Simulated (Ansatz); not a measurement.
Cost and result up the ladder for the cluster Al₂SiO₅ (8 atoms). Charge 0, multiplicity 1. Geometry: PBE-D4/def2-SVP.

```xyz
8

Al   -0.539    1.426   -0.699
Al    1.272   -0.309    0.699
Si   -1.354   -0.697   -0.424
O    -0.845    0.053   -1.856
O    -0.153   -1.466    0.384
O    -1.877    0.732    0.323
O     0.987    1.327    0.054
O     2.509   -1.065    1.520
```

Ansatz on 4 threads of Arm Neoverse V1 on a shared host. Times are rough, and most runs start from the orbitals of an earlier one. PBE0-D4/def2-TZVP serves as the yardstick here, not as an exact answer. Differences are given only for rows in sets of like size (and for xTB, whose basis is part of the method), since another set adds its own error. Binding counts from free atoms at the same level (Al doublet, Si triplet, O triplet; other spins of the atoms weren't run), without zero-point energy or a counterpoise term.

Correlated methods freeze 20 core orbitals. The rows differ in basis, and correlated rows in double-zeta sets carry the largest basis error. Another isomer (singlet) lies 1.78 eV lower at PBE0-D4/def2-TZVP; other spin states weren't run for this one.

Correlated methods converge slowly with the basis, most of all in double-zeta sets.

```csv
level,functions,binding energy per atom (eV),difference from PBE0-D4/def2-TZVP (eV),remarks
r2SCANh-D4/def2-TZVP,266,4.52,0.09,–
PBE0-D4/def2-TZVP,266,4.43,0.00,–
CCSD(T)/def2-SVP,124,5.25,–,"flagged by the program, large T1 (0.167)"
PBE-D4/def2-TZVP (with forces),266,4.76,0.33,–
r2SCAN-D4/def2-TZVP,266,4.64,0.22,–
BHLYP-D4/def2-TZVP,266,4.07,-0.36,–
```

Question: Estimate how long each takes.

Answer: PBE-D4/def2-TZVP (with forces) 4.6 s; r2SCAN-D4/def2-TZVP 8.5 s; BHLYP-D4/def2-TZVP 9 s; PBE0-D4/def2-TZVP 9.6 s; r2SCANh-D4/def2-TZVP 12 s; CCSD(T)/def2-SVP 43 s. On shared hardware such times vary by a factor of up to 3.
